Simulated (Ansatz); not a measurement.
`N=C([SiH3])S` + `C[NH][AlH][F]` → `C[N]([SiH3])[AlH][F]` + `N=CS`  (ligand exchange at the Si–C bond)

Gas-phase electronic energies from Ansatz, PBE0-D4/def2-TZVP geometries. CCSD(T)/CBS is the MP2 limit (def2-TZVPP, def2-QZVPP) plus CCSD(T) − MP2 in def2-TZVPP, frozen cores. This one scheme is used for every species. Functionals use def2-TZVPP. B3LYP here is the variant with VWN-RPA as its local correlation; programs differ in this. One conformer a species, not always the lowest.

`N=C([SiH3])S`:

```xyz
9

N     1.390    1.210    0.101
C     0.614    0.272   -0.249
Si   -0.933   -0.060    0.791
S     0.876   -0.714   -1.705
H     2.189    1.337   -0.525
H    -2.120    0.382    0.015
H    -0.831    0.672    2.073
H    -1.045   -1.526    1.018
H    -0.140   -1.573   -1.520
```

`C[NH][AlH][F]`:

Z-matrix (Å, degrees):
```
C
N 1 1.448
H 1 1.096 2 112.3
H 1 1.093 2 110.0 3 119.1
H 1 1.096 2 112.3 3 -121.7
Al 2 1.758 1 127.2 3 -119.0
H 2 1.009 1 112.3 3 61.0
F 6 1.652 2 117.9 1 -180.0
H 6 1.571 2 122.1 1 0.0
```

`C[N]([SiH3])[AlH][F]`:

```xyz
12

C    -0.684   -0.943    0.896
N     0.077   -0.103   -0.031
Si   -0.434    1.547   -0.135
Al    1.414   -0.828   -0.941
F     2.274    0.105   -1.993
H    -0.299   -1.967    0.909
H    -1.742   -0.997    0.617
H    -0.629   -0.562    1.922
H     0.443    2.247   -1.105
H    -0.350    2.209    1.199
H    -1.855    1.634   -0.578
H     1.787   -2.342   -0.759
```

`N=CS`:

Z-matrix (Å, degrees):
```
C
S 1 1.747
N 1 1.261 2 123.4
H 1 1.096 2 111.0 3 180.0
H 2 1.345 1 94.8 3 0.0
H 3 1.018 1 110.8 2 180.0
```

| level | ΔE (kcal/mol) | difference from CCSD(T)/CBS |
| --- | --- | --- |
| PBE-D4 | -11.6 | 2.1 |
| PBE0-D4 | -13.0 | 0.7 |
| B3LYP-D4 | -13.4 | 0.3 |
| ωB97X-V | -14.3 | -0.6 |
| ωB97M-V | -14.4 | -0.7 |
| B2PLYP | -13.8 | -0.1 |
| PBE | -11.3 | 2.4 |
| r2SCAN | -13.2 | 0.5 |
| PBE0 | -12.8 | 0.9 |
| MP2/def2-TZVPP | -14.8 | -1.1 |
| SCS-MP2/def2-TZVPP | -14.8 | -1.1 |
| CCSD/def2-TZVPP | -14.6 | -0.9 |
| CCSD(T)/def2-TZVPP | -14.2 | -0.5 |
| HF/CBS(def2) | -15.9 | -2.2 |
| MP2/CBS(def2) | -14.3 | -0.6 |
| CCSD/CBS(def2) | -14.1 | -0.4 |
| CCSD(T)/CBS | -13.7 | 0 |

Largest T1 diagnostic among the species: 0.014.

In def2-TZVPP, CCSD(T) changes the Hartree–Fock value by +1.6 kcal/mol (the triples alone add +0.4 kcal/mol) and MP2 by +1.0 kcal/mol. From PBE to PBE0 (25 % exact exchange), in def2-TZVPP and without D4, ΔE moves by −1.4 kcal/mol.
